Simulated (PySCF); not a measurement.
4-(methylthio)benzoic acid, C₈H₈O₂S.
Bonds: C1–S2, S2–C3, C3–C4 (aromatic), C4–C5 (aromatic), C5–C6 (aromatic), C6–C7, C7–O8 (double), C7–O9, C6–C10 (aromatic), C10–C11 (aromatic), C3–C11 (aromatic). Hydrogens: H12, H13, H14 on C1; H15 on C4; H16 on C5; H17 on O9; H18 on C10; H19 on C11.

Theory: PySCF 2.14.0, PBE0-D3(BJ)/def2-SVP geometry optimisation, gas phase.

(1) Give the optimised bond lengths and angles.

Results:

(1) 
```tsv
bond	length (Å)	order
C1–S2	1.798	single
S2–C3	1.754	single
C3–C4, C3–C11	1.404	aromatic
C4–C5, C10–C11	1.387	aromatic
C5–C6, C6–C10	1.399	aromatic
C6–C7	1.480	single
C7=O8	1.207	double
C7–O9	1.343	single
C1–H12, C1–H13, C1–H14	1.099	single
C4–H15, C11–H19	1.092	single
C5–H16, C10–H18	1.092	single
O9–H17	0.969	single
```

Bonds in one row agree within 0.01 Å and their mean is given. Orders are formal, as drawn. A selection of angles:
```tsv
angle	degrees
C1–S2–C3	103.6
S2–C3–C4	124.5
S2–C3–C11	116.3
C4–C3–C11	119.2
C3–C4–C5	120.1
C4–C5–C6	120.6
C5–C6–C7	122.5
C5–C6–C10	119.2
C7–C6–C10	118.2
C6–C7–O8	124.6
C6–C7–O9	113.2
O8–C7–O9	122.2
H17–O9–C7	106.0
```

Dihedral angles: C1–S2–C3–C4 -2° (synperiplanar); C5–C6–C7–O8 179° (antiperiplanar); H17–O9–C7–C6 180° (antiperiplanar).

The 2 C–S bonds span 1.754 Å (S2–C3, drawn single) to 1.798 Å (C1–S2, drawn single), a spread of 0.044 Å. The C–C distances run from 1.384 Å (C10–C11, aromatic) to 1.480 Å (C6–C7, drawn single), a spread of 0.096 Å. Of the pairs four or more bonds apart, C1···H15 is among the closest relative to their van der Waals radii: 2.55 Å, 88 % of the sum of Bondi's values. S2 (sulfide sulfur) is bent (angle 103.6°). The 6-membered ring C3–C4–C5–C6–C10–C11 has internal angles of 119.2° to 120.6°; it is planar, 0.00 Å rms from its mean plane, widest ring torsion 0°. The 11 heavy atoms lie in one plane (0.012 Å rms). The C–O distances run from 1.207 Å (C7=O8, drawn double) to 1.343 Å (C7–O9, drawn single), a spread of 0.136 Å.

No frequency check. The numbers are those of one conformer (C1–S2–C3–C4 -2°, C5–C6–C7–O8 179°, C6–C7–O9–H 180°).

Cost: about 5 min of CPU time on one thread; the machine was shared, so the figure is rough. This is the geometry optimisation.
